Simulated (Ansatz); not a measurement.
Calculated with Ansatz (gas phase, PBE0-D4/def2-TZVP geometries, no zero-point term in ΔE). CCSD(T)/CBS adds triple-zeta CCSD(T) − MP2 to the extrapolated MP2 energy (def2 sets, frozen cores). This one scheme is used for every species. DFT in def2-TZVPP. B3LYP here is the variant with VWN-RPA as its local correlation; programs differ in this. For Ga outer-core shells are correlated without core-valence functions, which leaves a few kJ/mol of doubt a bond. Scalar relativity is left out up to krypton. One conformer a species, not always the lowest.

`[CH3][GaH][S]S` + H₂S → `[CH3][GaH][SH]` + `SS`  (ligand exchange at a Ga–S bond)

`[CH3][GaH][S]S`:

Z-matrix (Å, degrees):
```
C
Ga 1 1.953
H 1 1.092 2 110.0
H 1 1.093 2 109.7 3 -118.1
H 1 1.089 2 110.9 3 121.2
S 2 2.224 1 120.5 3 -126.1
H 2 1.567 1 128.3 3 53.9
S 6 2.070 2 103.6 1 2.3
H 8 1.345 6 97.9 2 -95.9
```

H₂S:

Cartesian coordinates in Å:
```
S -0.109 -0.576 -0.202
H 0.428 0.519 -0.761
H -0.320 0.056 0.962
```

`[CH3][GaH][SH]`:

Z-matrix (Å, degrees):
```
C
Ga 1 1.960
H 1 1.090 2 112.0
H 1 1.093 2 110.0 3 121.2
H 1 1.093 2 109.8 3 -120.9
S 2 2.208 1 119.9 3 2.7
H 2 1.564 1 126.4 3 -177.5
H 6 1.343 2 95.1 1 -0.1
```

`SS`:

```xyz
4

S     0.176    0.136    1.103
S    -0.453   -0.857   -0.571
H     1.371    0.561    0.649
H    -1.093    0.159   -1.181
```

```csv
level,ΔE (kJ/mol),difference from CCSD(T)/CBS
PBE-D4,-2.5,0.4
PBE0-D4,-4.0,-1.1
ωB97X-V,-5.9,-3.0
ωB97M-V,-5.1,-2.2
B2PLYP,-5.8,-2.9
PBE,-6.2,-3.3
PBE0,-7.5,-4.6
B3LYP,-7.8,-4.9
MP2/def2-TZVPP,-2.8,0.1
SCS-MP2/def2-TZVPP,-4.4,-1.5
CCSD/def2-TZVPP,-5.6,-2.7
CCSD(T)/def2-TZVPP,-3.9,-1.0
MP2/def2-QZVPP,-2.4,0.5
SCS-MP2/def2-QZVPP,-4.2,-1.3
MP2/CBS(def2),-1.9,1.0
CCSD/CBS(def2),-4.6,-1.7
CCSD(T)/CBS,-2.9,0
```

Largest T1 diagnostic among the species: 0.013.

The D4 term adds +6.1 kJ/mol with B3LYP and +3.5 kJ/mol with PBE0; it sums over pairs of atoms, weighted by their polarisabilities, and B3LYP, whose exchange is more repulsive, gets the larger term. In def2-TZVPP, CCSD(T) changes the Hartree–Fock value by +7.5 kJ/mol (the triples alone add +1.7 kJ/mol) and MP2 by +8.6 kJ/mol.
